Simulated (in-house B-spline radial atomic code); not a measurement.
How numerical settings move a run on Pd2+, [Kr] 4d8. Computed with a B-spline radial code for spherical atoms: Dirac-Hartree-Fock, average of configuration, Fermi nucleus of rms radius 4.5318 fm.

Command:
```bash
python run_scf.py task.json out
```
Settings of the sound reference run:
```
Z                46
electrons        44
configuration    [Kr] 4d8
hamiltonian      dirac
method           hf
spin_polarised   False
nucleus          fermi
rms_radius       4.5318
mass_number      106
atomic_mass      105.9035
speed_of_light   137.036
knot_spacing     0.22
spline_order     8
gauss_points     12
box_radius       22.22
max_iterations   70
damping          0.5
damped_steps     3
diis_vectors     10
tolerance        1e-08
start            Thomas-Fermi
```

Cost of the run: 1.9 s on 1 thread of Arm Neoverse N1 (shared host).

It converges in 10 iterations to -5043.478767 hartree, with 4d5/2 at -33.9261 eV. The other runs change the listed settings, some to values that make no sense; their results aren't properties of the atom or ion. Radii are in bohr (the nuclear one in fm), a minus after a letter asks for a j subshell, and «unchanged» means within 1e-8 hartree. The run stops when the residual is below 10 × tolerance × max(1, Z/10), or a noise floor if that is larger, and the energy moves by less than 1e-8 × √|E| hartree; so very loose and very tight tolerances often act alike.

```tsv
changed settings	outcome
box_radius = 3.33	converged in 10 iterations, energy +1.73e-01 hartree from the reference, 4d5/2 level +2.5e+00 eV (the program warns: 4d5/2 reaches the box edge; 4s1/2 reaches the box edge)
damping = 0.95	converged in 11 iterations, energy unchanged, 4d5/2 level +5.1e-06 eV
knot_spacing = 0.75, spline_order = 4, max_iterations = 50, diis_vectors = 2	converged in 13 iterations, energy +2.06e+01 hartree from the reference, 4d5/2 level -1.2e+00 eV
box_radius = 6.67	converged in 10 iterations, energy +4.14e-05 hartree from the reference, 4d5/2 level +2.2e-03 eV (the program warns: 4d5/2 reaches the box edge; 4d3/2 reaches the box edge)
electrons = 45, configuration = [Kr] 4d8 3f1, max_iterations = 50	stopped with error: there is no 3f shell
spline_order = 7, gauss_points = 16, max_iterations = 8, damped_steps = 8	not converged after 8 iterations, last residual 6.6e-04, last energy +1.45e-05 hartree from the reference
box_radius = 2.22	converged in 9 iterations, energy +2.87e+00 hartree from the reference, 4d5/2 level +2.1e+01 eV (the program warns: 4d5/2 reaches the box edge; 3d3/2 reaches the box edge)
box_radius = 1.33	converged in 8 iterations, energy +4.61e+01 hartree from the reference, 4d5/2 level +1.6e+02 eV (the program warns: 4d5/2 has a positive eigenvalue: unbound, held by the box; 4p1/2 has a positive eigenvalue: unbound, held by the box)
damping = 0.2	converged in 10 iterations, energy unchanged, 4d5/2 level +2.6e-06 eV
damped_steps = 0	converged in 9 iterations, energy unchanged, 4d5/2 level -1.8e-06 eV
first_knot = 0.00652, max_iterations = 75, damping = 0.8, diis_vectors = 20, tolerance = 1e-13	stopped with error: index 0 is out of bounds for axis 0 with size 0
box_radius = 88.88	converged in 10 iterations, energy unchanged
damping = 0	converged in 11 iterations, energy unchanged, 4d5/2 level +7.3e-07 eV
damped_steps = 8	converged in 13 iterations, energy unchanged, 4d5/2 level +1.6e-05 eV
box_radius = 4.44	converged in 10 iterations, energy +1.18e-02 hartree from the reference, 4d5/2 level +3.0e-01 eV (the program warns: 4d5/2 reaches the box edge; 4s1/2 reaches the box edge)
```

Task: What happens with electrons = 45, configuration = [Kr] 4d8 5p-1, max_iterations = 100?

Result: Converged in 11 iterations to -5043.8534 hartree, a different physical problem.

Task: What happens with spline_order = 4, gauss_points = 8, max_iterations = 50, tolerance = 1e-13?

Result: Converged in 11 iterations, energy +2.50e-03 hartree from the reference, 4d5/2 level -2.6e-04 eV.

Task: What happens with damping = 0.8?

Result: Converged in 11 iterations, energy unchanged, 4d5/2 level +4.2e-06 eV.

Task: What happens with box_radius = 0.89?

Result: Converged in 8 iterations, energy +2.51e+02 hartree from the reference, 4d5/2 level +6.1e+02 eV (the program warns: 4d5/2 has a positive eigenvalue: unbound, held by the box; 3d3/2 has a positive eigenvalue: unbound, held by the box).
